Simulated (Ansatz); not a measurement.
Process, species as SMILES: CN[SiH3] [N-silylmethanamine] + H+ → [NH2+](C)[SiH3] (at N, the best of the heteroatom sites tried; carbon was not tried)

Wanted: proton affinity (electronic), in kcal/mol. Positive where the reaction releases energy. Conventions: LANL2DZ with its own core potentials from Na on; non-relativistic; six Cartesian d functions in 6-31G* and its kin unless marked 5d; 6-311+G** with 5d, 6d on Na to Ar in Ansatz (an electronic-structure program); no spin-orbit coupling; frozen cores in correlated levels. CBS marks a two-point X^-3 extrapolation of the correlation energy; Hartree-Fock from the larger set. First-principles rows: single points at B3LYP-D3(BJ) geometries (Ansatz).

Coupled cluster (Ansatz) is a level with limits of its own, used here on species with T1 under 0.025 (0.045 for open shells) and stable references: CCSD(T)/CBS(cc-pV(T+d)Z,cc-pV(Q+d)Z).

Value to compare with, CCSD(T)/CBS(cc-pV(T+d)Z,cc-pV(Q+d)Z) (Ansatz): 223.2 kcal/mol.

| level | program | proton affinity (electronic) (kcal/mol) | difference |
|---|---|---|---|
| HF/STO-3G | Ansatz | 290.7 | 67.5 |
| HF/3-21G | Ansatz | 236.4 | 13.2 |
| HF/LANL2DZ | Ansatz | 230.9 | 7.7 |
| HF/6-31G* | Ansatz | 228.3 | 5.1 |
| HF/6-311+G** | Ansatz | 228.1 | 4.9 |

Among the 5 habitual levels, HF/STO-3G lies farthest from CCSD(T)/CBS(cc-pV(T+d)Z,cc-pV(Q+d)Z) (Ansatz) (67.5 kcal/mol); 5 of 5 lie above it, and their mean absolute difference is 19.7 kcal/mol, the median 7.7. One case shows no general order.

The sets are all those run for this method; left out are runs that failed, that the program found above a lower state of the same kind, or whose <S^2> lies over 0.5 above the pure value.
